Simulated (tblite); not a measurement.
Species: C6H9N3.
Geometry (GFN2-xTB, Å), atoms numbered from 1 in this order:
```xyz
18
C6H9N3 angstrom
C      2.8566   -0.7467    0.4443
C      1.6079   -0.6394    0.0198
N      0.8692    0.5305    0.1507
N      1.3767    1.6283    0.7272
N      0.4981    2.5482    0.7117
C     -0.6227    2.0859    0.1213
C     -0.4111    0.7787   -0.2567
C     -1.3093   -0.2093   -0.9082
C     -1.9706   -1.1246    0.1261
H      3.3474    0.0856    0.9165
H      3.4063   -1.6623    0.3298
H      1.0764   -1.4495   -0.4582
H     -1.4908    2.7003    0.0005
H     -0.7505   -0.8087   -1.6320
H     -2.0811    0.3381   -1.4524
H     -2.6248   -1.8383   -0.3689
H     -1.2232   -1.6748    0.6945
H     -2.5633   -0.5357    0.8223
```

Method: GFN2-xTB as coded in tblite; computed harmonic values from a numerical Hessian at the method's own geometry, unscaled. The method is semi-empirical: single wavenumbers can be off by several per cent or more. One conformer, not necessarily the lowest.

Harmonic wavenumbers (cm⁻¹): 55.4, 98.9, 141.4, 181.1, 214.4, 224.9, 317.1, 386.8, 505.8, 616.2, 648.9, 681.2, 714.1, 737.9, 822.0, 828.8, 869.5, 950.3, 995.4, 1003.4, 1016.6, 1055.0, 1078.8, 1104.0, 1147.7, 1229.3, 1255.5, 1280.9, 1301.8, 1316.8, 1364.0, 1372.4, 1412.7, 1442.4, 1481.7, 1497.0, 1502.6, 1548.3, 1685.2, 2960.4, 2993.0, 3031.3, 3039.7, 3043.8, 3080.3, 3129.6, 3168.5, 3186.3.

A = 2213, B = 1636, C = 1012 MHz; mass 123.080 u (most abundant isotopes); point group C1, symmetry number 1.

**Question.** What is the zero-point energy?

**Answer.** ½Σν̃ = 31860 cm⁻¹ = 381.12 kJ/mol.

**Question.** What is S at 298.15 K and 1 bar for an ideal gas of classical rigid rotors and harmonic oscillators?

**Answer.** Translation 168.88, rotation 120.76, vibration 97.20: S = 386.8 J/(mol K).

**Question.** And Cp and H(298.15 K) − H(0)?

**Answer.** Cp = 142.34 J/(mol K), of which vibrations give 109.08 (their classical limit is 48 R = 399.1); H(298.15 K) − H(0) = 25.66 kJ/mol without the zero-point energy, 15.74 from vibrations.

**Question.** Blend soft modes into free rotors: weight 1/[1 + (100 cm⁻¹/ν̃)⁴] for the oscillator and the rest for a rotor with moment μB/(μ + B), μ = h/(8π²ν), B = 10⁻⁴⁴ kg m². What vibrational entropy results?

**Answer.** 91.24 J/(mol K) in place of 97.20, which changes −T·S at 298.15 K by +1.78 kJ/mol.

**Question.** How do the functions run with temperature in this model?

**Answer.** 
```tsv
T (K)	S (J/(mol K))	Cp (J/(mol K))	H − H(0) (kJ/mol)	G − H(0) (kJ/mol)	ln q(vib)
50	238.7	49.4	1.96	-9.98	0.31
100	279.7	70.1	4.97	-23.00	1.19
373.15	422.1	173.2	37.50	-120.02	6.95
500	479.5	219.5	62.50	-177.24	9.73
750	581.7	283.8	126.06	-310.20	15.22
1000	669.3	324.6	202.47	-466.86	20.47
```

q(vib) and H(0) count from the zero-point level.

**Question.** What must be added to the electronic energy to get the Gibbs energy at 298.15 K and 1 bar?

**Answer.** ZPE + [H(298.15 K) − H(0)] − T·S = 381.12 + 25.66 − 115.34 = 291.44 kJ/mol.

**Question.** Which modes carry the vibrational entropy at 298.15 K?

**Answer.** 55.4 cm⁻¹: 19.31; 98.9 cm⁻¹: 14.54; 141.4 cm⁻¹: 11.65; 181.1 cm⁻¹: 9.69; 214.4 cm⁻¹: 8.39; 224.9 cm⁻¹: 8.03 J/(mol K); the other 42 give 25.58 together.

Hindered rotation and anharmonicity are outside this model. Other conformers, if any are populated, would add a mixing term that is left out. The structure is chiral; the term R ln 2 for an equal mix with its mirror image is left out.
